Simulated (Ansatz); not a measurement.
Reaction (ligand exchange at the Si–Te bond): `B[Te][SiH2]N` + `C[SiH2]O` → `C[SiH2]O[SiH2]N` + `B[TeH]`

Program: Ansatz. Geometries: PBE0-D4/def2-TZVP. ΔE: electronic, gas phase. CCSD(T)/CBS is the MP2 limit (def2-TZVPP, def2-QZVPP) plus CCSD(T) − MP2 in def2-TZVPP, frozen cores. This one scheme is used for every species. Functionals use def2-TZVPP. Elements past krypton have def2 core potentials. For Te outer-core shells are correlated without core-valence functions, which leaves a few kJ/mol of doubt a bond. One conformer a species, not always the lowest.

`B[Te][SiH2]N`:

Cartesian coordinates in Å:
```
B 0.329 -2.095 0.538
Te -1.342 -1.485 -0.581
Si -0.799 0.996 -0.629
N 0.655 1.466 0.139
H 1.136 -1.301 0.910
H 0.422 -3.259 0.773
H -0.721 1.377 -2.060
H -1.928 1.686 0.040
H 1.534 1.200 -0.275
H 0.714 1.416 1.145
```

`C[SiH2]O`:

Cartesian coordinates in Å:
```
C 0.367 -1.043 0.390
Si -0.460 0.600 0.094
O 0.406 1.573 -0.921
H -0.214 -1.637 1.102
H 1.371 -0.907 0.801
H 0.451 -1.621 -0.534
H -0.567 1.365 1.360
H -1.827 0.360 -0.454
H 0.473 1.312 -1.839
```

`C[SiH2]O[SiH2]N`:

Cartesian coordinates in Å:
```
C 2.479 1.030 -0.344
Si 0.827 0.730 0.450
O -0.040 -0.302 -0.481
Si -1.330 -1.313 -0.450
N -2.733 -0.711 0.311
H 3.070 1.728 0.255
H 2.357 1.456 -1.342
H 3.041 0.097 -0.435
H 0.081 2.012 0.591
H 1.001 0.150 1.813
H -1.652 -1.588 -1.869
H -0.942 -2.537 0.294
H -2.855 -0.758 1.309
H -3.304 0.006 -0.103
```

`B[TeH]`:

Cartesian coordinates in Å:
```
B 0.565 -0.452 -0.029
Te -0.632 1.112 -0.753
H 0.289 -1.004 0.987
H 1.514 -0.738 -0.690
H -1.735 1.082 0.485
```

CCSD(T)/CBS gives -0.71 eV.

Problem. Another level gave -0.62 eV. Which?
A. MP2/def2-TZVPP
B. CCSD(T)/def2-TZVPP
C. PBE/def2-TZVPP
D. PBE0/def2-TZVPP

Solution. D. PBE0 -0.62, MP2/def2-TZVPP -0.69, PBE -0.55, CCSD(T)/def2-TZVPP -0.77 eV.

Largest T1 diagnostic among the species: 0.015.

From PBE to PBE0 (25 % exact exchange), in def2-TZVPP and without D4, ΔE moves by −0.06 eV. In def2-TZVPP, CCSD(T) changes the Hartree–Fock value by +0.22 eV (the triples alone add +0.05 eV) and MP2 by +0.30 eV.
